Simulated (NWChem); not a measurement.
Excited singlets of C2H5Be (+1) by symmetry

```xyz
8

Be    -1.2890     1.2900     0.0000
C      0.2211     0.5298     0.0000
C      0.2513    -1.0092     0.0000
H      0.7272     0.9605     0.8881
H      0.7272     0.9605    -0.8881
H     -0.2207    -1.4397    -0.8944
H     -0.2207    -1.4397     0.8944
H      1.3086    -1.3252     0.0000
```
Charge +1, spin multiplicity 1.

Program: NWChem. Structure: optimised with B3LYP/def2-SVP, a minimum by its harmonic frequencies.

Basis set: def2-SVP. Symmetry labels belong to the abelian group Cs used in the runs, with the axes of the coordinates shown. Entries are the lowest vertical excitation energy of each symmetry in eV (for CIS and TDDFT among the lowest few roots); a state of one symmetry need not have the same character in every method. Symmetries that some method's roots don't reach, or where a double excitation leads the EOM-CCSD root, are left out.

The correlated methods keep 3 core orbitals frozen. B3LYP has NWChem's definition, with VWN1-RPA local correlation. The spin multiplicity of the parent species was assumed, not shown to be that of its ground state. The structure started from a generated list of species. No row is a measurement; the coupled-cluster row has its own basis-set and correlation limits.

| method | a' | a" |
|---|---|---|
| CIS | [?] | [?] |
| TD-PBE | 2.72 | 2.91 |
| TD-B3LYP | 3.07 | 3.52 |
| TD-BHandHLYP | 3.49 | 4.49 |
| EOM-CCSD | 3.44 | 5.08 |

What belongs in the gaps?


- CIS, a': 4.10
- CIS, a": 6.16
